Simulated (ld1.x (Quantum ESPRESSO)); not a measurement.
**Logarithmic derivatives: chromium (Cr), TM**

```json
{
 "Element": "Cr",
 "Generator": "ld1.x (Quantum ESPRESSO) 7.5",
 "Type": "norm-conserving Troullier–Martins (Kleinman–Bylander form)",
 "Functional": "BLYP",
 "Relativity": "scalar-relativistic",
 "Frozen core": "[Ne]",
 "Valence charge": "14",
 "Reference configuration": "3s2 3p6 3d3 4s0 4p0 (charge +3)",
 "Partial waves": "3p (bound): rc 1.00 bohr; 3d (bound): rc 1.60 bohr; 3s (bound): rc 1.20 bohr",
 "Local potential": "the s channel",
 "Core correction": "a·sin(br)/r model core inside 0.75 bohr"
}
```

The phase is arctan(r·u′/u) with u = r·R(r), unwrapped; energies in Ry, scanned from -10 to 5 Ry. A pole is an energy at which the radial function vanishes at the test radius. The pseudo phase is shifted by a multiple of π to meet the all-electron one at the reference energy, and phase errors are pseudo minus all-electron; the curves can meet again beyond the range given. Levels narrower than the energy grid can be missing from the lists of poles.

For each channel, where are the poles, and over which energies does the pseudopotential scatter like the atom?

| channel | radius (bohr) | reference energy (Ry) | poles, all-electron | poles, pseudo | unbroken range about the reference energy with phases within 0.05 rad | phase error 1 Ry above the reference energy (rad) |
| --- | --- | --- | --- | --- | --- | --- |
| s | 1.76 | -8.27 | -7.94 | -7.94, 4.74 | below -2.6 | -0.001 |
| p | 1.76 | -6.14 | -5.67 | -5.67 | below -0.8 | -0.001 |
| d | 1.76 | -2.87 | -2.08 | -2.07 | below 1.2 | +0.002 |

Phases in the d channel:

| E (Ry) | all-electron | pseudo |
| --- | --- | --- |
| -10.00 | 1.365 | 1.365 |
| -9.76 | 1.361 | 1.361 |
| -9.52 | 1.357 | 1.357 |
| -9.28 | 1.353 | 1.353 |
| -9.04 | 1.349 | 1.349 |
| -8.80 | 1.345 | 1.345 |
| -8.56 | 1.340 | 1.341 |
| -8.32 | 1.335 | 1.335 |
| -8.08 | 1.330 | 1.330 |
| -7.84 | 1.324 | 1.325 |
| -7.60 | 1.318 | 1.318 |
| -7.36 | 1.311 | 1.312 |
| -7.12 | 1.304 | 1.304 |
| -6.88 | 1.296 | 1.296 |
| -6.64 | 1.287 | 1.287 |
| -6.40 | 1.277 | 1.277 |
| -6.16 | 1.266 | 1.266 |
| -5.92 | 1.253 | 1.253 |
| -5.68 | 1.238 | 1.238 |
| -5.44 | 1.220 | 1.221 |
| -5.20 | 1.200 | 1.200 |
| -4.96 | 1.174 | 1.175 |
| -4.72 | 1.142 | 1.143 |
| -4.48 | 1.100 | 1.101 |
| -4.24 | 1.041 | 1.043 |
| -4.00 | 0.954 | 0.956 |
| -3.76 | 0.812 | 0.814 |
| -3.52 | 0.548 | 0.550 |
| -3.28 | 0.026 | 0.028 |
| -3.04 | -0.676 | -0.675 |
| -2.80 | -1.129 | -1.128 |
| -2.56 | -1.358 | -1.357 |
| -2.32 | -1.487 | -1.486 |
| -2.08 | -1.570 | -1.568 |
| -1.84 | -1.630 | -1.627 |
| -1.60 | -1.676 | -1.673 |
| -1.36 | -1.715 | -1.711 |
| -1.12 | -1.749 | -1.745 |
| -0.88 | -1.781 | -1.776 |
| -0.64 | -1.812 | -1.805 |
| -0.40 | -1.844 | -1.835 |
| -0.16 | -1.876 | -1.865 |
| 0.08 | -1.912 | -1.897 |
| 0.32 | -1.951 | -1.932 |
| 0.56 | -1.995 | -1.971 |
| 0.80 | -2.047 | -2.015 |
| 1.04 | -2.109 | -2.067 |
| 1.28 | -2.186 | -2.130 |
| 1.52 | -2.282 | -2.205 |
| 1.76 | -2.406 | -2.300 |
| 2.00 | -2.568 | -2.419 |
| 2.24 | -2.776 | -2.571 |
| 2.48 | -3.028 | -2.763 |
| 2.72 | -3.304 | -2.992 |
| 2.96 | -3.567 | -3.245 |
| 3.20 | -3.788 | -3.493 |
| 3.44 | -3.962 | -3.709 |
| 3.68 | -4.095 | -3.885 |
| 3.92 | -4.197 | -4.024 |
| 4.16 | -4.277 | -4.132 |
| 4.40 | -4.340 | -4.217 |
| 4.64 | -4.391 | -4.285 |
| 4.88 | -4.434 | -4.340 |
